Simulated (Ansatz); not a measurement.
The free Pd atom, lowest solution found in each spin (singlets restricted, other states unrestricted); no spin–orbit coupling, and no relativity up to Kr.

Codes used: Ansatz (Gaussian basis) for Hartree–Fock, density functionals and correlated methods. Each number belongs to the level named beside it. In def2 rows elements past Kr take small-core potentials, without spin–orbit coupling.

Q: One of these levels gives 23.56 kcal/mol for the energy of multiplicity 3 less that of multiplicity 1. Name it.
(A) BHLYP/def2-TZVPP
(B) PBE/def2-TZVPP
(C) wB97M-V/def2-TZVPP

A: C, wB97M-V/def2-TZVPP. The others give 16.82 (PBE/def2-TZVPP), 13.36 (BHLYP/def2-TZVPP)

Ansatz is an electronic-structure program.
